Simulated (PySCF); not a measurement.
Vertical excitation energies

Compound: C₇H₈O.
Numbering: `[cH:1]1[cH:2][c:3]([CH:4]2[CH2:5][CH2:6]2)[cH:7][o:8]1` (hydrogens: H9 on C1; H10 on C2; H11 on C4; H12, H13 on C5; H14, H15 on C6; H16 on C7)

Level of theory: TDDFT CAM-B3LYP/def2-SVPD, vertical, gas phase, core orbitals frozen in the response (PySCF). One conformer (not necessarily the lowest) at the PBE0-D3(BJ)/def2-SVP geometry, without solvent, vibrations or thermal averaging. Torsions of this conformer, `[cH:1]1[cH:2][c:3]([CH:4]2[CH2:5][CH2:6]2)[cH:7][o:8]1`: C2–C3–C4–C5 36°.

List the vertical singlet excitations with oscillator strengths and describe the spectrum.

```json
{"state": "S1", "E (eV)": "6.12", "E (kJ/mol)": "590", "λ (nm)": "202.7", "f": "0.125", "|μ| (D)": "2.32", "main configurations (H = HOMO, L = LUMO)": "H→L (95%)"}
{"state": "S2", "E (eV)": "6.41", "E (kJ/mol)": "619", "λ (nm)": "193.4", "f": "0.0004", "|μ| (D)": "0.13", "main configurations (H = HOMO, L = LUMO)": "H→L+1 (75%), H→L+3 (17%)"}
{"state": "S3", "E (eV)": "6.75", "E (kJ/mol)": "651", "λ (nm)": "183.7", "f": "0.010", "|μ| (D)": "0.63", "main configurations (H = HOMO, L = LUMO)": "H→L+2 (81%)"}
{"state": "S4", "E (eV)": "6.76", "E (kJ/mol)": "652", "λ (nm)": "183.4", "f": "0.016", "|μ| (D)": "0.78", "main configurations (H = HOMO, L = LUMO)": "H-1→L (53%), H→L+5 (37%)"}
{"state": "S5", "E (eV)": "7.07", "E (kJ/mol)": "682", "λ (nm)": "175.3", "f": "0.0008", "|μ| (D)": "0.18", "main configurations (H = HOMO, L = LUMO)": "H→L+3 (66%), H→L+1 (17%)"}
{"state": "S6", "E (eV)": "7.40", "E (kJ/mol)": "714", "λ (nm)": "167.5", "f": "0.038", "|μ| (D)": "1.16", "main configurations (H = HOMO, L = LUMO)": "H→L+6 (37%), H-1→L+1 (26%), H-1→L+2 (18%)"}
{"state": "S7", "E (eV)": "7.46", "E (kJ/mol)": "720", "λ (nm)": "166.2", "f": "0.0035", "|μ| (D)": "0.35", "main configurations (H = HOMO, L = LUMO)": "H→L+4 (90%)"}
{"state": "S8", "E (eV)": "7.62", "E (kJ/mol)": "735", "λ (nm)": "162.8", "f": "0.0010", "|μ| (D)": "0.19", "main configurations (H = HOMO, L = LUMO)": "H→L+7 (30%), H→L+8 (23%), H-1→L+1 (18%)"}
{"state": "S9", "E (eV)": "7.69", "E (kJ/mol)": "742", "λ (nm)": "161.3", "f": "0.0023", "|μ| (D)": "0.28", "main configurations (H = HOMO, L = LUMO)": "H→L+8 (44%), H→L+6 (25%), H-1→L+1 (16%)"}
{"state": "S10", "E (eV)": "7.69", "E (kJ/mol)": "742", "λ (nm)": "161.2", "f": "0.747", "|μ| (D)": "5.06", "main configurations (H = HOMO, L = LUMO)": "H→L+5 (47%), H-1→L (36%)"}
```

Triplets, Tamm–Dancoff:

```
state  E (eV)  λ (nm)  main configurations (H = HOMO, L = LUMO)
   T1    4.00   309.8                                 H→L (84%)
   T2    5.17   239.9                  H-1→L (53%), H→L+5 (32%)
   T3    6.11   202.9                  H→L+5 (52%), H-1→L (29%)
   T4    6.34   195.5                  H→L+1 (73%), H→L+3 (19%)
```

The lowest singlet lies at 6.12 eV (203 nm, ultraviolet) and is of moderate strength; its leading configuration is HOMO→LUMO (95%). The strongest level in the table is S10 at 7.69 eV (161 nm, f = 0.747). It is the last of those listed, so stronger ones may follow. S3/S4 and S9/S10 lie within about 0.01 eV of each other in each set. Löwdin shares by element: HOMO carbon 66% or more, oxygen 8% (atoms not listed hold the other 26%); LUMO carbon 52% or more, oxygen 19% (atoms not listed hold the other 28%). Of the 10 states listed, 5 reach f = 0.01 and 1 stays under 0.0005. Orbital energies (eV): HOMO-3 -10.93, HOMO-2 -10.07, HOMO-1 -8.79, HOMO -7.64, LUMO 1.40, LUMO+1 1.49, LUMO+2 1.85. The oscillator strengths of these states sum to 0.943; summed over the whole spectrum of an exact calculation they would give the number of electrons, 58 (Thomas–Reiche–Kuhn). All these states lie below the vertical ionisation energy of 8.36 eV (ΔSCF). Singlets were solved by full linear response, triplets in the Tamm–Dancoff approximation.
